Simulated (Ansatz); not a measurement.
Ansatz (a program for electronic structure) input (B3LYP-D3(BJ)/def2-TZVP):

Ansatz 0.2 input:
```yaml
crystal:
  periodic: [false, false, false]
  atoms:
    - {symbol: Ta, position_ang: [-0.03330383, 0.00761182, 0.02503568]}
    - {symbol: O, position_ang: [1.56897127, -0.53043716, -0.32086593]}
    - {symbol: F, position_ang: [-0.66653961, -0.39775430, 1.68621238]}
    - {symbol: F, position_ang: [-0.85227542, 0.96236923, -1.29416578]}
basis:
  gaussian:
    orbitals: def2-TZVP
hamiltonian:
  xc: b3lyp
  dispersion: d3bj
magnetization: {spin_polarized: true, initial_magnetization: 1}
relax: {f_tol: 0.002, max_steps: 150}
```

Output:

```
Functional definition: B3LYP
integrals: 0.04 GiB planned
837 factors; their error is unknown
mean field: 0.56 GiB planned
mean field evaluation 1: about -9027.0957 eV, gradient 6.5e1 eV
mean field evaluation 2: about -8817.5211 eV, gradient 1.9e2 eV
mean field evaluation 4: about -9038.7421 eV, gradient 2.7e1 eV
mean field evaluation 8: about -9040.8359 eV, gradient 1.9e-1 eV
mean field evaluation 16: about -9040.8597 eV, gradient 1.7e-3 eV
mean field -9040.85973913 eV, -332.2454672982 hartree, gradient 4.4e-5 eV, S^2 0.752838; 0 other end points of the search recorded, 0 dependent functions left out
the calculation of the forces begins
reference -9040.85997765 eV, -332.2454760635 hartree; 20, 19 occupied and 113, 114 virtual orbitals, 837 factors
relax step   1: F+E_penalty+E_count = -9040.95904609 eV  Δ(F+E_penalty+E_count) = +0.000e0 eV  max|allowed force component| = 2.172e0 eV/Å  Δτ_max = 0.0000 Å  (34 SCF iters, accepted)
these checks for a lower state are left out or cut short: starts, cluster_reference, orbital_swaps, neighbouring_geometries, increment
integrals: 0.04 GiB planned
837 factors; their error is unknown
mean field: 0.56 GiB planned
mean field -9041.01315556 eV, -332.2511052481 hartree, gradient 2.5e-5 eV, S^2 0.753021; 0 other end points of the search recorded, 0 dependent functions left out
the calculation of the forces begins
reference -9041.01339128 eV, -332.2511139104 hartree; 20, 19 occupied and 113, 114 virtual orbitals, 837 factors
relax step   2: F+E_penalty+E_count = -9041.11149265 eV  Δ(F+E_penalty+E_count) = -1.524e-1 eV  max|allowed force component| = 4.238e-1 eV/Å  Δτ_max = 0.0629 Å  (40 SCF iters, accepted)
these checks for a lower state are left out or cut short: starts, cluster_reference, orbital_swaps, neighbouring_geometries, increment
integrals: 0.04 GiB planned
837 factors; their error is unknown
mean field: 0.56 GiB planned
mean field evaluation 32: about -9041.0185 eV, gradient 6.9e-4 eV
mean field -9041.01849688 eV, -332.2513015377 hartree, gradient 1.1e-5 eV, S^2 0.753054; 0 other end points of the search recorded, 0 dependent functions left out
the calculation of the forces begins
reference -9041.01873236 eV, -332.2513101917 hartree; 20, 19 occupied and 113, 114 virtual orbitals, 837 factors
relax step   3: F+E_penalty+E_count = -9041.11685063 eV  Δ(F+E_penalty+E_count) = -5.358e-3 eV  max|allowed force component| = 3.873e-1 eV/Å  Δτ_max = 0.0362 Å  (35 SCF iters, accepted)
these checks for a lower state are left out or cut short: starts, cluster_reference, orbital_swaps, neighbouring_geometries, increment
integrals: 0.04 GiB planned
837 factors; their error is unknown
mean field: 0.56 GiB planned
mean field -9041.01975372 eV, -332.2513477260 hartree, gradient 2.2e-5 eV, S^2 0.752948; 0 other end points of the search recorded, 0 dependent functions left out
the calculation of the forces begins
reference -9041.01998935 eV, -332.2513563852 hartree; 20, 19 occupied and 113, 114 virtual orbitals, 837 factors
relax step   4: F+E_penalty+E_count = -9041.11811282 eV  Δ(F+E_penalty+E_count) = -1.262e-3 eV  max|allowed force component| = 1.089e-1 eV/Å  Δτ_max = 0.0129 Å  (36 SCF iters, accepted)
these checks for a lower state are left out or cut short: starts, cluster_reference, orbital_swaps, neighbouring_geometries, increment
integrals: 0.04 GiB planned
837 factors; their error is unknown
mean field: 0.56 GiB planned
mean field -9041.01987240 eV, -332.2513520873 hartree, gradient 2.2e-5 eV, S^2 0.752972; 0 other end points of the search recorded, 0 dependent functions left out
the calculation of the forces begins
reference -9041.02010799 eV, -332.2513607450 hartree; 20, 19 occupied and 113, 114 virtual orbitals, 837 factors
relax step   5: F+E_penalty+E_count = -9041.11822370 eV  Δ(F+E_penalty+E_count) = -1.109e-4 eV  max|allowed force component| = 9.312e-4 eV/Å  Δτ_max = 0.0019 Å  (35 SCF iters, accepted)
integrals: 0.04 GiB planned
837 factors; their error is unknown
mean field: 0.56 GiB planned
mean field evaluation 64: about -9041.0199 eV, gradient 4.7e-3 eV
mean field -9041.01987240 eV, -332.2513520873 hartree, gradient 2.2e-5 eV, S^2 0.752972; 1 other end points of the search recorded, 0 dependent functions left out
the calculation of the forces begins
reference -9041.02010799 eV, -332.2513607450 hartree; 20, 19 occupied and 113, 114 virtual orbitals, 837 factors
Total energy: -9041.11845929 eV, -332.2549750886 hartree
Atom 0 at    -0.039557     0.025504     0.033660 Å, force     0.000243    -0.000029    -0.000043 eV/Å
Atom 1 at     1.550215    -0.528618    -0.318544 Å, force     0.000931    -0.000338    -0.000218 eV/Å
Atom 2 at    -0.648754    -0.444798     1.762013 Å, force    -0.000555    -0.000092     0.000741 eV/Å
Atom 3 at    -0.845052     0.989702    -1.380913 Å, force    -0.000619     0.000460    -0.000481 eV/Å
Dipole moment:    -0.388921     0.135379     0.086082 e Å
```

The spin state was set by rule; other spins were not relaxed.
